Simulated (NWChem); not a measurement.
All runs are NWChem calculations. System: Cl₂Pb, charge 0, spin multiplicity 1, at a geometry optimised with B3LYP/def2-SVP with def2 effective core potentials on Pb. The structure started from a generated list of species. Level: MP2/def2-TZVPP with def2 effective core potentials on Pb, 14 core orbitals frozen.

The NWChem input:

```
start mol
memory heap 200 mb stack 900 mb global 1100 mb
geometry units angstroms nocenter noautoz
  Pb     0.000000     0.000000    -0.465769
  Cl     1.936312     0.000000     1.123325
  Cl    -1.936312     0.000000     1.123325
  symmetry group C2v
end
basis spherical
  * library def2-tzvpp
end
ecp
  Pb library def2-ecp
end
scf
  rhf
  nopen 0
  maxiter 100
  thresh 1e-7
  semidirect memsize 60000000 filesize 0
end
mp2
  freeze core 14
end
task mp2 energy
```

Output (cleaned and shortened):

```
             Northwest Computational Chemistry Package (NWChem) 7.3.0
             --------------------------------------------------------

                                NWChem Input Module
                                -------------------

 Scaling coordinates for geometry "geometry" by  1.889725989
 (inverse scale =  0.529177249)

 Turning off AUTOSYM since
 SYMMETRY directive was detected!

                             Geometry "geometry" -> ""
                             -------------------------

 Output coordinates in angstroms (scale by  1.889725989 to convert to a.u.)

  No.       Tag          Charge          X              Y              Z
 ---- ---------------- ---------- -------------- -------------- --------------
    1 Pb                  82.0000     0.00000000     0.00000000    -0.46576900
    2 Cl                  17.0000     1.93631200     0.00000000     1.12332500
    3 Cl                  17.0000    -1.93631200     0.00000000     1.12332500

 Effective nuclear repulsion energy (a.u.)     628.4746591278

            Nuclear Dipole moment (a.u.)
            ----------------------------
        X                 Y               Z
 ---------------- ---------------- ----------------
     0.0000000000     0.0000000000    -0.0000151178

      Symmetry information
      --------------------

 Group name             C2v
 Group number             16
 Group order               4
 No. of unique centers     2

      Symmetry unique atoms

     1    2


 Summary of "ao basis" -> "" (spherical)
 ------------------------------------------------------------------------------
       Tag                 Description            Shells   Functions and Types
 ---------------- ------------------------------  ------  ---------------------
 *                         def2-tzvpp                 on all atoms

 Summary of "ao basis" -> "ao basis" (spherical)
 ------------------------------------------------------------------------------
       Tag                 Description            Shells   Functions and Types
 ---------------- ------------------------------  ------  ---------------------
[...]
     1   1 0 0     -0.000000      0.000000      0.000000
     1   0 1 0      0.000000      0.000000      0.000000
     1   0 0 1     -2.086472      0.000000     52.810532

     2   2 0 0    -48.321265      0.000000    455.226214
     2   1 1 0      0.000000      0.000000      0.000000
     2   1 0 1      0.000000      0.000000      0.000000
     2   0 2 0    -36.701748      0.000000      0.000000
     2   0 1 1      0.000000      0.000000      0.000000
     2   0 0 2    -41.400371      0.000000    170.253722

                   NWChem MP2 Semi-direct Energy/Gradient Module
                   ---------------------------------------------

  Basis functions       =    134
  Molecular orbitals    =    134
  Frozen core           =     14
  Frozen virtuals       =      0
  Active alpha occupied =     14
  Active beta occupied  =     14
  Active alpha virtual  =    106
  Active beta virtual   =    106
  Use MO symmetry       = T
  Use skeleton AO sym   = T

  AO/Fock/Back tols     =   1.0D-09  1.0D-09  1.0D-09

 GA uses MA = F    GA memory limited = T

 Available:
  local mem=  1.26D+08
 global mem=  1.44D+08
 local disk=  0.00D+00
  mp2_memr nvloc                   106
  nvloc new                   106
   1 passes of  14:        5242880                     110800                  41414771.
   1 passes of  14: M    126138638           G      144143288           F     120895758.

 Semi-direct pass number   1 of   1  for RHF alpha+beta  at        2.6s
  vrange nnbf                  8202
  mp2_eaftype                   157  avail_ma_in_mb                  1099
 EAF : mp2_eaftype filesize         157   20707386.
  mp2_eaf for mointskh                    157
Node 0 wrote     97.4 Mb in      0.1 s     Agg I/O rate:   710.4 Mb/s
 Done moints_semi at        7.5s
  mp2_eaftype                   157  avail_ma_in_mb                   942
 EAF : mp2_eaftype filesize         157   20707386.
  mp2_eaf for kh                   157
 Done maket at        7.8s
 Done multipass loop at        7.8s

          -------------------------------------------
          SCF energy               -1110.976756218960
          Correlation energy          -0.765808287314
          Singlet pairs               -0.412418491106
          Triplet pairs               -0.353389796208
          Total MP2 energy         -1111.742564506273
          -------------------------------------------

          ---------------------------------------------------
                    Spin Component Scaled (SCS) MP2
          Same spin pairs                     -0.235593197472
          Same spin scaling factor             0.333333333333
          Opposite spin pairs                 -0.530215089842
          Opposite spin scaling fact.          1.200000000000
          SCS-MP2 correlation energy          -0.714789173634
          Total SCS-MP2 energy             -1111.691545392594
          ---------------------------------------------------

 -----------------------
 Performance information
 -----------------------

 Timer overhead =  9.67D-08 seconds/call

               Nr. of calls         CPU time (s)                 Wall time (s)                GFlops
             ---------------    -------------------     ------------------------------   -------------------
Name         Min   Avg   Max    Min     Avg     Max     Min     Avg     Max   Mx/calls   Min     Max     Sum
mp2: moin     1     1     1    5.0     5.0     5.0      5.0     5.0     5.0     5.0      0.0     0.0     0.0
mp2: make     1     1     1   0.27    0.27    0.27     0.27    0.27    0.27    0.27      0.0     0.0     0.0
mp2: tota     1     1     1    5.3     5.3     5.3      5.3     5.3     5.3     5.3      0.0     0.0     0.0

 The average no. of pstat calls per process was 3.00D+00
 with a timing overhead of 2.90D-07s

 Task  times  cpu:        7.8s     wall:        7.8s

 Total times  cpu:        7.8s     wall:        7.8s
```
